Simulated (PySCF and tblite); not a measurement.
The numbers below are computed, except where a source is named.
Stationary points of C6H9BO2 at GFN2-xTB, in Å:

Structure A

```
 1 C     2.577   -1.096   -0.164
 2 C     1.636    0.020    0.096
 3 C     1.755    1.313    0.446
 4 C     0.263    1.562    0.456
 5 C     0.171    0.093    0.062
 6 C    -0.831   -0.746   -0.198
 7 B    -2.349   -0.376   -0.150
 8 O    -3.321   -1.340   -0.380
 9 O    -2.714    0.878    0.197
10 H     2.372   -1.924    0.515
11 H     3.606   -0.771   -0.028
12 H     2.451   -1.464   -1.182
13 H     2.586    1.962    0.653
14 H    -0.179    1.803    1.421
15 H    -0.113    2.260   -0.291
16 H    -0.568   -1.766   -0.456
17 H    -3.683   -1.432   -1.254
18 H    -3.660    1.022    0.258
```

Structure B

```
 1 C     2.620   -1.077   -0.148
 2 C     1.657    0.021    0.111
 3 C     1.748    1.307    0.490
 4 C     0.254    1.537    0.464
 5 C     0.192    0.075    0.035
 6 C    -0.790   -0.768   -0.274
 7 B    -2.312   -0.419   -0.269
 8 O    -3.180   -1.404   -0.632
 9 O    -2.719    0.828    0.090
10 H     2.418   -1.916    0.516
11 H     3.641   -0.736    0.009
12 H     2.516   -1.432   -1.173
13 H     2.564    1.963    0.732
14 H    -0.218    1.751    1.421
15 H    -0.111    2.245   -0.278
16 H    -0.514   -1.778   -0.552
17 H    -4.112   -1.181   -0.628
18 H    -3.663    0.990    0.076
```

Structure C

```
 1 C     2.516   -1.113   -0.225
 2 C     1.599    0.012    0.084
 3 C     1.748    1.284    0.494
 4 C     0.262    1.568    0.511
 5 C     0.137    0.123    0.046
 6 C    -0.886   -0.673   -0.260
 7 B    -2.394   -0.256   -0.204
 8 O    -3.405   -1.120   -0.531
 9 O    -2.744    0.993    0.176
10 H     2.302   -1.960    0.425
11 H     3.552   -0.811   -0.086
12 H     2.375   -1.439   -1.255
13 H     2.594    1.903    0.731
14 H    -0.178    1.772    1.485
15 H    -0.095    2.308   -0.203
16 H    -0.642   -1.686   -0.571
17 H    -3.136   -1.996   -0.797
18 H    -3.692    1.134    0.172
```

Geometries: GFN2-xTB; energies: revPBE/pcSseg-1 + D3(BJ); zero-point and thermal terms from GFN2-xTB harmonic modes (soft modes blended into free rotors).

Which structure is a saddle point, and along which motion?

A: one imaginary mode (600i cm⁻¹ at GFN2-xTB, mostly on H17, O8), along the rotation about the B7–O8 bond (torsion C6–B7–O8–H from -180° to 0°, rising).

Give their symmetry and energies above the lowest.

A C1, 9.5 kcal/mol; B Cs, 3.1 kcal/mol; C Cs, 0.0 kcal/mol.
